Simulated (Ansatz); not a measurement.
Consider the ligand exchange at a B–O bond: `BOB` + H₂Te → `B[TeH]` + `BO`.

Program: Ansatz. Geometries: PBE0-D4/def2-TZVP. ΔE: electronic, gas phase. CBS: MP2 limit from def2 TZ/QZ plus the TZ coupled-cluster correction, frozen cores. This one scheme is used for every species. Functionals use def2-TZVPP. B3LYP here is the variant with VWN-RPA as its local correlation; programs differ in this. HSE06 is defined as in plane-wave codes. def2 core potentials past Kr. For Te outer-core shells are correlated without core-valence functions, which leaves a few kJ/mol of doubt a bond.

CCSD(T)/CBS gives +0.28 eV.

Q: Another level gave +0.35 eV. Which?
A. B3LYP-D4/def2-TZVPP
B. HSE06/def2-TZVPP
C. RPA@PBE/def2-TZVPP
D. CAM-B3LYP/def2-TZVPP

A: A. B3LYP-D4 0.35, CAM-B3LYP 0.44, RPA@PBE/def2-TZVPP 0.28, HSE06 0.23 eV.

Largest T1 diagnostic among the species: 0.015.

In def2-TZVPP, CCSD(T) changes the Hartree–Fock value by −0.32 eV (the triples alone add −0.06 eV) and MP2 by −0.35 eV. At CCSD(T), def2-SVP lies +0.12 eV from the extrapolated value and def2-TZVPP +0.01 eV. From BLYP to BHLYP (50 % exact exchange), in def2-TZVPP and without D4, ΔE moves by +0.16 eV.
